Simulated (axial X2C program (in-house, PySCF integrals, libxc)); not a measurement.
**Levels of LiK⁺ by electron attachment to LiK²⁺ (EOM-EA-CCSD)**

Calculated with an axial X2C code built on PySCF integrals: two-component X2C with atomic mean-field Coulomb and Gaunt terms, Gaussian nuclei, basis K dyall-acv3z, Li dyall-acv3z with contracted cores.

R = 3.708 Å (0.960 times 3.862 Å, the PBE0 minimum at charge 1 for the lowest determinant).

Levels of LiK⁺ obtained by attaching an electron to LiK²⁺:

```json
{"Ω": "1/2", "binding energy (eV)": "9.770", "above lowest (cm⁻¹)": "0", "attached spinor": "46% Li sσ, 20% K sσ, 15% K pσ", "one-particle weight": "1.00"}
{"Ω": "1/2", "binding energy (eV)": "7.385", "above lowest (cm⁻¹)": "19238", "attached spinor": "40% Li pσ, 25% Li sσ, 22% K sσ", "one-particle weight": "1.00"}
{"Ω": "1/2", "binding energy (eV)": "7.301", "above lowest (cm⁻¹)": "19915", "attached spinor": "68% Li pπ, 16% K pπ, 12% K dπ", "one-particle weight": "1.00"}
{"Ω": "3/2", "binding energy (eV)": "7.300", "above lowest (cm⁻¹)": "19928", "attached spinor": "68% Li pπ, 16% K pπ, 12% K dπ", "one-particle weight": "1.00"}
{"Ω": "1/2", "binding energy (eV)": "6.404", "above lowest (cm⁻¹)": "27153", "attached spinor": "34% K sσ, 31% Li pσ, 16% K pσ", "one-particle weight": "1.00"}
{"Ω": "1/2", "binding energy (eV)": "5.387", "above lowest (cm⁻¹)": "35352", "attached spinor": "68% K pπ, 22% Li pπ, 9% Li dπ", "one-particle weight": "1.00"}
{"Ω": "3/2", "binding energy (eV)": "5.382", "above lowest (cm⁻¹)": "35398", "attached spinor": "68% K pπ, 22% Li pπ, 9% Li dπ", "one-particle weight": "1.00"}
```

This point took 4.3 s on 1 thread of Arm Neoverse V2 (shared host).

Reference electrons by ω block (each with its −ω partner): 1/2: 8, 3/2: 2. 8 electrons of LiK²⁺ correlated (inner shells frozen), 92 natural virtual spinors (a truncated set); levels can be off by some tenths of an eV. Roots sought by Ω: (1/2: 5, 3/2: 4, 5/2: 2, 7/2: 1); the list ends where they run out and leaves out roots under 60 % one-particle weight. The solver can skip a root, and states that need a further excitation, which the method places far too high, are missing though they may lie low or lowest. T1 of the reference 0.002 (Lee–Taylor). The reference was not checked to be the lowest state of its species. Number of frozen shells: K 2 s, 1 p; Li 1 s.
